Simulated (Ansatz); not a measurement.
Two structures of BH4OF3, singlet, reached by relaxing down either side of one saddle point (PBE0-D4/def2-TZVP). Energies are electronic, without zero-point energy. Program: Ansatz 0.2.0. Basis: def2-TZVPP and def2-QZVPP. Cores are frozen in the correlated methods. Extrapolation: Hartree–Fock as exp(−7.88 √X), correlation as X^−2.97. First:

```
9
angstrom
B -0.5022 -0.8243 0.0622
H -1.3051 0.0622 -0.2080
F -0.6527 -1.9683 -0.6351
F -0.2560 -0.9900 1.3925
H 0.9576 0.7635 -0.2995
O 0.9376 -0.1878 -0.5234
H -0.8016 1.5957 0.1570
F -0.0611 2.1712 0.1438
H 1.6834 -0.6223 -0.0893
```

Second:

B1  (0.107, -1.330, -0.088)
H2  (-1.914, 0.900, 1.019)
F3  (-0.734, -1.428, -1.088)
F4  (0.057, -2.204, 0.900)
H5  (0.767, 1.246, -0.831)
O6  (1.026, -0.330, -0.097)
H7  (-1.494, 1.334, 0.579)
F8  (0.586, 2.129, -1.070)
H9  (1.599, -0.318, 0.675)
(Å)

(1) Which bonds change from the first to the second?

(2) Give the saddle point's structure and its height above each. (To be estimated.)

T1 diagnostic: at most 0.012.

Answers

(1) BHF₂ ([F][BH][F]) + H₂O + HF → BHOF₂ ([OH][B]([F])[F]) + HF + H₂; bonds formed: H2–H7, H5–F8; dative contacts that become bonds: B1–O6; bonds broken: B1–H2, H5–O6, H7–F8.

(2) The calculation gives: 19.28 kcal/mol above the first and 37.83 kcal/mol above the second (CCSD(T) at an estimated basis limit (MP2 extrapolated from triple and quadruple zeta, plus CCSD(T) − MP2 in triple zeta)).
```
9
angstrom
B -0.3240 -0.7891 0.0793
H -1.1828 0.2774 0.3865
F -0.9383 -1.4071 -0.9361
F -0.2084 -1.4472 1.2505
H 0.7255 0.9592 -0.4462
O 0.9822 -0.1826 -0.3334
H -0.7499 1.0438 0.0583
F 0.0313 1.8921 -0.3855
H 1.6642 -0.3464 0.3268
```

Labels in which every atom is bracketed show which atoms are joined, not bond orders.

For scale, one of the runs: CCSD(T)/def2-TZVPP, 211 basis functions (an equivalent command: `ansatz run in.yaml --threads 4`). Hardware: 4 CPU threads, shared host. Wall time 110 s; peak host memory 3.4 GiB.
